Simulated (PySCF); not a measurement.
silyloxysilylformaldehyde (CH6O2Si2), SMILES O=C[SiH2]O[SiH3].

Geometry: B3LYP-D3(BJ)/def2-SVP. The values are those of a single conformer.

Calculation: r2SCAN/def2-TZVP in PySCF.

Symmetry labels are those of the subgroup Cs that the program uses (full group Cs).

Computed valence orbital energies around the gap with their symmetry:
```csv
orbital,symmetry,energy (eV)
HOMO−7,A',-10.83
HOMO−6,A",-10.73
HOMO−5,A",-10.21
HOMO−4,A',-9.78
HOMO−3,A",-8.99
HOMO−2,A',-8.26
HOMO−1,A",-7.90
HOMO,A',-5.95
LUMO,A",-2.73
LUMO+1,A',-0.87
LUMO+2,A',0.44
LUMO+3,A',0.78
```
